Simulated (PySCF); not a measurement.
This PySCF input asks for the NMR shieldings of `O([SiH2]C)[SiH2]S[SiH2]S`, CH$_{10}$OS$_{2}$Si$_{3}$; the geometry comes from GFN2-xTB.

```python
import basis_set_exchange as bse
import numpy as np
from pyscf import gto, dft
from pyscf.prop import nmr

atoms = """
C    -2.565336    1.430081    0.290023
Si   -2.619194   -0.219704   -0.635891
O    -1.385502   -1.171493   -0.114275
Si    0.119531   -1.457525    0.338746
S     1.262985    0.319221   -0.036305
Si    3.222209   -0.313989    0.539950
S     4.520174    1.337786    0.155179
H    -2.729205    1.292416    1.356571
H    -3.323453    2.117074   -0.073737
H    -1.595792    1.908175    0.167659
H    -2.418352   -0.056882   -2.075012
H    -3.781159   -1.040876   -0.300991
H     0.648757   -2.522709   -0.495007
H     0.143045   -1.704956    1.770635
H     3.646185   -1.444760   -0.269433
H     3.256340   -0.622068    1.960823
H     3.591770    2.162240   -0.302327
"""
names = dict.fromkeys(["C", "Si", "O", "S", "H"], "pcSseg-1")
basis = {el: gto.basis.parse(bse.get_basis(n, elements=[el], fmt="nwchem")) for el, n in names.items()}
mol = gto.M(atom=atoms, basis=basis, charge=0, verbose=0)
mf = dft.RKS(mol, xc="PBE0")
mf.grids.level = 2
mf.grids.alignment = dft.numint.BLKSIZE   # the property module wants whole blocks of grid points
mf.conv_tol = 1e-9
mf.kernel()

calc = nmr.RKS(mf)   # GIAO
C = mf.mo_coeff
Co = C[:, mf.mo_occ > 0]
resp = mf.gen_response(singlet=True, hermi=2)
def vind(x):   # induced exchange potential for any number of trial vectors
    d = np.einsum("pi,xij,qj->xpq", C, 2 * x.reshape(-1, C.shape[1], Co.shape[1]), Co, optimize=True)
    return np.einsum("xpq,pi,qj->xij", resp(d - d.transpose(0, 2, 1)), C, Co, optimize=True).ravel()
mo1, _ = nmr.rhf.solve_mo1(calc, with_cphf=vind)
sigma = calc.kernel(mo1)
for i, s in enumerate(sigma):   # ppm
    print("%2d %-2s %9.2f" % (i, mol.atom_pure_symbol(i), np.trace(s) / 3))
```

Q: What does it print?

A: 
```
 0 C     186.54
 1 Si    364.12
 2 O     302.15
 3 Si    375.49
 4 S     746.98
 5 Si    373.20
 6 S     761.80
 7 H      31.04
 8 H      31.75
 9 H      30.79
10 H      26.41
11 H      26.50
12 H      26.20
13 H      26.18
14 H      26.39
15 H      26.38
16 H      31.36
```

These numbers come from an equivalent density-fitted implementation of the same equations, which agrees with the script to about 0.01 ppm for H and up to a few tenths of a ppm for heavy atoms, so last digits may differ.

Q: Turn these shieldings into chemical shifts. Referencing at the same level of theory: TMS for $^{13}$C (σref 186.93), $^{29}$Si (σref 349.16), $^{1}$H (σref 31.72); H2O for $^{17}$O (σref 336.08); $^{33}$S (σref 503.73) against CS2.

A: Averaging equivalent atoms: C 0: 0.4; Si 1: -15.0; Si 5: -24.0; Si 3: -26.3; O 2: 33.9; S 4: -243; S 6: -258; H 12/13: 5.52; H 14/15: 5.33; H 10/11: 5.26; H 7/8/9: 0.52; H 16: 0.36 ppm. Experimental scales use liquid or dissolved standards, which lie at an offset from isolated H2O (liquid H2O: subtract about 36 ppm).

Size and cost of the density-fitted run: 204 basis functions, 58 s wall time on 1 thread of an Arm Neoverse N1, shared host; peak memory 0.94 GiB.
